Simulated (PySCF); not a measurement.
CH6AlNO2, SMILES C[O][Al]([NH2])[OH].

Geometry: r2SCAN-D4/def2-SVP. The values are those of a single conformer.

These are TDA-PBE/def2-SVPD (PySCF 2.14.0) values and carry that method's errors.

Vertical excitations. Isolated molecule, no solvent.

Q: Estimate the UV-visible absorptions. (The exact figures need the calculation; the answer reports its results.)

A: 
```
state  energy (eV)  λ (nm)      f                            main pairs
-----  -----------  ------  -----  ------------------------------------
S1            4.82     257  0.019                        HOMO→LUMO 99 %
S2            5.36     231  0.009                      HOMO−1→LUMO 99 %
S3            5.49     226  0.006                      HOMO−2→LUMO 99 %
S4            6.13     202  0.009                      HOMO→LUMO+1 99 %
S5            6.45     192  0.073                      HOMO−3→LUMO 94 %
S6            6.69     185  0.012  HOMO−1→LUMO+1 53 %, HOMO→LUMO+3 46 %
S7            6.72     185  0.010  HOMO→LUMO+3 50 %, HOMO−1→LUMO+1 47 %
S8            6.72     184  0.023                      HOMO−4→LUMO 96 %
S9            6.84     181  0.021                    HOMO−2→LUMO+1 97 %
S10           6.85     181  0.001                      HOMO→LUMO+4 99 %
T1            4.58     271      0                        HOMO→LUMO 99 %
T2            5.18     239      0                      HOMO−1→LUMO 99 %
T3            5.35     232      0                     HOMO−2→LUMO 100 %
T4            6.02     206      0                      HOMO→LUMO+2 98 %
```
Triplets are in the Tamm–Dancoff approximation.
